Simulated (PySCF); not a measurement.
Radial density of Mn (manganese, neutral)

PBE0, [Ar] 3d5 4s2, high-spin 6S determinant. All numbers are calculated (PySCF 2.14, the non-relativistic Hamiltonian (point nucleus), in cc-pVDZ).

| r (bohr) | 4πr²ρ (e/bohr) | 4πr²(ρα − ρβ) |
| --- | --- | --- |
| 0.00108 | 0.1475 | 0.0000 |
| 0.00182 | 0.4020 | 0.0000 |
| 0.00306 | 1.069 | 0.0001 |
| 0.00515 | 2.725 | 0.0003 |
| 0.00867 | 6.469 | 0.0007 |
| 0.0146 | 13.64 | 0.0015 |
| 0.0245 | 23.61 | 0.0025 |
| 0.0413 | 29.85 | 0.0029 |
| 0.0694 | 25.53 | 0.0053 |
| 0.117 | 24.59 | 0.0421 |
| 0.196 | 33.10 | 0.2871 |
| 0.330 | 18.89 | 1.3657 |
| 0.555 | 12.60 | 3.5533 |
| 0.934 | 12.83 | 3.9195 |
| 1.57 | 3.449 | 1.7393 |
| 2.64 | 1.031 | 0.3087 |
| 4.45 | 0.3027 | -0.0161 |
| 7.48 | 0.01556 | -0.0047 |
| 12.6 | 3.860e-05 | 0.0000 |

Question: Where is the radial spin density 4πr²(ρα − ρβ) most negative, and why is it negative at all?

Answer: Around r = 4.45 bohr, down to -0.0161 e/bohr: exchange with the open shell polarises the paired shells in an unrestricted calculation.
